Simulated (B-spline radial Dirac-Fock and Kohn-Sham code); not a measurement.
## Kohn-Sham estimates against Dirac-Fock for the levels of In⁺

System: In⁺, configuration 1s2 2s2 2p6 3s2 3p6 3d10 4s2 4p6 4d10 5s2.

The density-functional columns are spherical, spin-unpolarised Dirac-Kohn-Sham results without Breit or QED terms: −ε is minus the orbital energy of the initial state and ΔSCF the difference of two total energies. The reference in the last column comes from Dirac-Fock (average of configuration) total-energy differences with a finite nucleus, the Breit interaction including its frequency dependence, and self-energy and vacuum-polarisation corrections. All numbers are from a radial atomic solver, in eV; a selection of levels is shown. For the 1s level of heavy atoms much of the gap between ΔSCF and the reference is the Breit and QED part, -89.8 eV here; for other levels the error of the functional can be larger.

```csv
level,LDA −ε,LDA ΔSCF,PBE −ε,PBE ΔSCF,Dirac-Fock
K (1s),27709.5,28036.7,27742.7,28070.8,27955.7
L1 (2s),4155.2,4212.1,4159.1,4215.8,4261.0
L2 (2p1/2),3877.8,3948.9,3879.1,3950.2,3955.7
L3 (2p3/2),3667.2,3734.2,3668.3,3735.2,3747.7
M1 (3s),794.1,813.3,795.3,814.4,845.7
M2 (3p1/2),682.0,701.7,682.3,702.0,722.2
M3 (3p3/2),644.0,663.0,644.2,663.2,683.7
M4 (3d3/2),444.8,465.8,444.4,465.4,467.4
M5 (3d5/2),437.0,457.8,436.6,457.3,459.9
N1 (4s),126.9,135.9,127.0,136.0,147.2
N2 (4p1/2),90.23,98.86,90.15,98.78,105.2
N3 (4p3/2),83.50,91.97,83.50,91.98,98.59
N4 (4d3/2),26.78,34.25,26.59,34.06,32.63
N5 (4d5/2),25.91,33.33,25.72,33.14,31.78
O1 (5s),15.30,19.66,14.92,19.23,17.02
```

Question: Order the estimates of the K (1s) level by their distance from the Dirac-Fock value, nearest first.
A. LDA ΔSCF
B. LDA −ε
C. PBE ΔSCF
D. PBE −ε

Answer: A (81.0 eV), C (115.1 eV), D (213.1 eV), B (246.2 eV).

For the outermost level NIST gives 18.87041 eV (measured); the differences from it are LDA −ε -3.57, LDA ΔSCF +0.79, PBE −ε -3.95, PBE ΔSCF +0.36, Dirac-Fock -1.85 eV.

Values without a named source are computed, but for edge energies of neutral atoms, which are taken from tables.
